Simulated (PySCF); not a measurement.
Isomers of C3H10F2OSi3, one GFN2-xTB conformer each. Single-point energies are computed at PBE0/pcSseg-1 (PySCF, gas phase, no added dispersion term), electronic only.

| SMILES | GFN2-xTB relative energy (kcal/mol) |
| --- | --- |
| COC(F)(F)[Si@@H]1C[SiH2][SiH2]1 | 131.3 |
| F[C@@H]1C[SiH2][Si@@](F)(O[SiH3])C1 | 0.0 |
| OCC(F)(F)[Si@@H]1C[SiH2][SiH2]1 | 140.7 |
| O=CC([SiH3])([SiH3])[SiH2]C(F)F | 119.9 |

Conformers: `[CH3:1][O:2][C:3]([F:4])([F:5])[Si@@H:6]1[CH2:7][SiH2:8][SiH2:9]1` with C1–O2–C3–F4 -57°, O2–C3–Si6–C7 60°, C3–Si6–C7–Si8 -90°, Si6–C7–Si8–Si9 -12°, C7–Si8–Si9–Si6 10°, C3–Si6–Si9–Si8 93°; `[F:1][C@@H:2]1[CH2:3][SiH2:4][Si@@:5]([F:6])([O:7][SiH3:8])[CH2:9]1` with Si4–Si5–O7–Si8 -91°, F1–C2–C3–Si4 -66°, C2–C3–Si4–Si5 -30°, C3–Si4–Si5–F6 121°, Si4–Si5–C9–C2 21°; `[OH:1][CH2:2][C:3]([F:4])([F:5])[Si@@H:6]1[CH2:7][SiH2:8][SiH2:9]1` with H–O1–C2–C3 -73°, O1–C2–C3–F4 -161°, C2–C3–Si6–C7 -171°, C3–Si6–C7–Si8 -102°, Si6–C7–Si8–Si9 -7°, C7–Si8–Si9–Si6 6°, C3–Si6–Si9–Si8 100°; `[O:1]=[CH:2][C:3]([SiH3:4])([SiH3:5])[SiH2:6][CH:7]([F:8])[F:9]` with O1–C2–C3–Si4 122°, C2–C3–Si6–C7 179°, C3–Si6–C7–F8 175°.

Task: What does PBE0/pcSseg-1 give for the same structures?

Result: 
```tsv
SMILES	PBE0/pcSseg-1 E (Eh)	PBE0/pcSseg-1 (kcal/mol)	GFN2-xTB (kcal/mol)	point group
F[C@@H]1C[SiH2][Si@@](F)(O[SiH3])C1	-1263.02536	0.0	0.0	C1
COC(F)(F)[Si@@H]1C[SiH2][SiH2]1	-1262.87029	97.3	131.3	C1
OCC(F)(F)[Si@@H]1C[SiH2][SiH2]1	-1262.86398	101.3	140.7	C1
O=CC([SiH3])([SiH3])[SiH2]C(F)F	-1262.84785	111.4	119.9	C1
```

Both levels put the same isomer lowest; measured from each level's own lowest isomer, the values differ by up to 39.4 kcal/mol (OCC(F)(F)[Si@@H]1C[SiH2][SiH2]1: 140.7 against 101.3). As drawn, the lowest has an Si–O bond, an Si–F bond and an Si–Si bond, which the highest lacks; the highest has a C=O bond and two fluorines on one carbon, which the lowest lacks.

Task: Which frontier levels, dipoles and rotational constants go with these structures?

Result: 
```json
{"SMILES": "F[C@@H]1C[SiH2][Si@@](F)(O[SiH3])C1", "HOMO (eV, PBE0/pcSseg-1)": "-7.60", "LUMO (eV)": "-0.24", "dipole (D)": "2.94", "A, B, C (MHz)": "1772, 588.3, 545.1"}
{"SMILES": "COC(F)(F)[Si@@H]1C[SiH2][SiH2]1", "HOMO (eV, PBE0/pcSseg-1)": "-7.74", "LUMO (eV)": "-0.80", "dipole (D)": "1.38", "A, B, C (MHz)": "1464, 706.6, 690.6"}
{"SMILES": "OCC(F)(F)[Si@@H]1C[SiH2][SiH2]1", "HOMO (eV, PBE0/pcSseg-1)": "-7.56", "LUMO (eV)": "-0.96", "dipole (D)": "0.98", "A, B, C (MHz)": "1518, 717.2, 604.1"}
{"SMILES": "O=CC([SiH3])([SiH3])[SiH2]C(F)F", "HOMO (eV, PBE0/pcSseg-1)": "-8.02", "LUMO (eV)": "-1.55", "dipole (D)": "3.71", "A, B, C (MHz)": "1206, 676.4, 621.6"}
```
